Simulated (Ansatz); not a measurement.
Ansatz (an electronic-structure program) input (HF/cc-pVQZ):

Ansatz 0.2 input:
```yaml
crystal:
  periodic: [false, false, false]
  atoms:
    - {symbol: B, position_ang: [-0.04295316, 0.00280648, 0.00419661]}
    - {symbol: C, position_ang: [1.49369313, -0.09759527, -0.14593697]}
    - {symbol: O, position_ang: [-0.78704283, 0.95631229, -0.64029487]}
    - {symbol: O, position_ang: [-0.76544671, -0.85487537, 0.79197637]}
    - {symbol: H, position_ang: [2.09127003, -0.84883965, 0.36014928]}
    - {symbol: H, position_ang: [2.07427263, 0.57667046, -0.76713157]}
    - {symbol: H, position_ang: [-0.26477324, 1.54780649, -1.18717034]}
    - {symbol: H, position_ang: [-0.22824608, -1.51559348, 1.23533937]}
basis:
  gaussian:
    orbitals: cc-pVQZ
hamiltonian:
  xc: hf
magnetization: {spin_polarized: true, initial_magnetization: 1}
```

Output:

```
Functional definition: HF
integrals: 0.23 GiB planned
1163 factors; their error is unknown
mean field: 2.05 GiB planned
mean field evaluation 1: about -5840.5323 eV, gradient 3.3e1 eV
mean field evaluation 2: about -5843.4788 eV, gradient 2.0e1 eV
mean field evaluation 4: about -5844.7010 eV, gradient 7.3e-1 eV
mean field evaluation 8: about -5844.7076 eV, gradient 4.8e-2 eV
mean field -5844.72028266 eV, -214.7895086942 hartree, gradient 1.0e-5 eV, S^2 0.759853; 0 other end points of the search recorded, 0 dependent functions left out
reference -5844.72028266 eV, -214.7895086942 hartree; 16, 15 occupied and 324, 325 virtual orbitals, 1163 factors
Total energy: -5844.72028266 eV, -214.7895086942 hartree
```

It need not be the lowest isomer of its formula.
